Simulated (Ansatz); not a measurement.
Correlation energies of `[NH2][Ti]([NH2])([OH])[Cl]` by basis set

```csv
atom,x (Å),y (Å),z (Å)
N1,-1.209,-1.114,-0.301
Ti2,0.336,-0.075,-0.158
N3,-0.186,1.681,0.229
O4,1.385,-0.685,1.152
Cl5,1.436,-0.124,-2.102
H6,-1.816,-1.102,-1.110
H7,-1.484,-1.846,0.338
H8,0.437,2.361,0.642
H9,-1.115,2.064,0.132
H10,2.217,-1.159,1.178
```

The species carries charge 0 and has multiplicity 1. Correlated methods include outer-core shells of Ti, which these sets cover unevenly. Scalar relativity is left out up to krypton. Geometry: relaxed with PBE0-D4/def2-TZVP. It is one conformer, not always the lowest. Frozen core, restricted reference, the Gaussian-basis code of Ansatz.

```tsv
basis	HF (Eh)	MP2 corr.
def2-SVP	-1494.33915	-0.98526
def2-TZVPP	-1494.85721	-1.30517
def2-QZVPP	-1494.89419	-1.41118
```

Problem. Estimate the CCSD correlation energy and the (T) correction in each basis where they were run (hartree).

Solution. 
| basis | CCSD corr. | (T) |
| --- | --- | --- |
| def2-SVP | -1.00947 | -0.04301 |
| def2-TZVPP | -1.32533 | -0.06897 |
